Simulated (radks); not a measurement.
Ga8+, 23 electrons, occupied as [He] 2s2 2p5 3s2 3p6 3d6 (not the ground configuration).

Method: scalar-relativistic Kohn-Sham, LDA (Slater exchange, Perdew-Wang correlation), spin-polarised, spherical densities, finite nucleus; open shells are filled with parallel spins first; Fermi nuclear charge, rms radius 3.9973 fm; computed with a radial shooting solver on a logarithmic mesh with Libxc functionals.

Energy parts (hartree):
part                       energy
total                 -1876.45443
kinetic                1908.69309
electron-nucleus      -4360.01683
Hartree                 639.64954
exchange-correlation    -64.78023

Orbitals (lengths in bohr, moments of r in powers of bohr; r(90%) holds 90 % of the orbital's charge):
orbital  occ.  eigenvalue (hartree)  r(90%)
1s up       1             -385.6053  0.0869
1s down     1             -385.3972  0.0869
2s up       1             -55.25201   0.333
2s down     1             -54.80421   0.333
2p up       3             -49.58778   0.307
2p down     2             -49.12480   0.307
3s up       1             -12.22222   0.902
3s down     1             -11.95145   0.909
3p up       3             -10.39908   0.929
3p down     3             -10.12644   0.939
3d up       5              -7.38970   0.964
3d down     1              -7.09983   0.985

The highest occupied level is 3d down at -193.20 eV. The spin density at the nucleus is -2.933 e/bohr^3 (1s -8.118, 2s 0.869, 3s 4.316). The density falls to 0.001 e/bohr^3 at r = 1.86 bohr. Summed over all electrons, <r^2> = 6.477 bohr^2, which gives a Langevin (diamagnetic) susceptibility term of -5.13 x 10^-6 cm^3/mol. The electron density at the nucleus is 2.852e+04 e/bohr^3 (large components only).
